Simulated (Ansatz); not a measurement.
## C2H10OSi2: where a starting geometry ends

The starting geometry of this gas-phase triplet was optimised with GFN2-xTB as a singlet; its bonds are those of `C[SiH](C)O[SiH3]`.

```yaml
atoms:
  - { symbol: C, position_ang: [-1.3987, -0.9111, 1.6844] }
  - { symbol: C, position_ang: [1.5085, 0.0842, 2.2677] }
  - { symbol: O, position_ang: [-0.3861, 1.5892, 0.7114] }
  - { symbol: Si, position_ang: [0.0863, 0.0609, 1.0094] }
  - { symbol: Si, position_ang: [-0.7594, 3.1603, 0.7295] }
  - { symbol: H, position_ang: [-2.2369, -0.8740, 0.9948] }
  - { symbol: H, position_ang: [-1.1466, -1.9557, 1.8392] }
  - { symbol: H, position_ang: [-1.7409, -0.5109, 2.6353] }
  - { symbol: H, position_ang: [0.5227, -0.4408, -0.2985] }
  - { symbol: H, position_ang: [1.8946, -0.9144, 2.4467] }
  - { symbol: H, position_ang: [1.1890, 0.4898, 3.2242] }
  - { symbol: H, position_ang: [2.3326, 0.6967, 1.9136] }
  - { symbol: H, position_ang: [0.3018, 3.8691, 1.4457] }
  - { symbol: H, position_ang: [-2.0439, 3.2962, 1.4163] }
  - { symbol: H, position_ang: [-0.8363, 3.5622, -0.6731] }
```

Predict what becomes of its bonds when it is optimised with B3LYP-D3(BJ)/def2-SVP.

It falls apart into C2H9OSi2 + H. Contacts that open: Si5–H14 (1.46 → 3.38 Å).

The energy falls by 3.33 eV over 52 steps:

```
step  E − E(last) (eV)
   1             3.328
   7             1.047
  12             0.067
  18             0.025
  24             0.024
  29             0.015
  35             0.004
  41             0.001
  46             0.000
  52             0.000
```

Final geometry (Å):

```
atom    x (Å)    y (Å)    z (Å)
   C  -1.4688  -0.6680   1.4881
   C   1.4119   0.1863   2.2505
   O  -0.1033   1.5395   0.1911
  Si   0.1585   0.0285   0.8647
  Si  -0.8886   2.9974   0.2447
   H  -2.2137  -0.7193   0.6780
   H  -1.3323  -1.6857   1.8901
   H  -1.8827  -0.0382   2.2930
   H   0.7031  -0.8347  -0.2217
   H   1.6482  -0.8011   2.6809
   H   1.0241   0.8267   3.0598
   H   2.3504   0.6318   1.8838
   H  -0.5049   3.7531   1.4875
   H  -1.1231   2.1951   3.5190
   H  -0.4920   3.7903  -0.9631
```

The end wasn't checked by frequencies. Open shells are spin-unrestricted. The triplet needn't be the ground state. Run with Ansatz 0.2.0, 7.3 min on 2 threads of Intel(R) Xeon(R) Processor @ 2.70GHz, on a shared host.
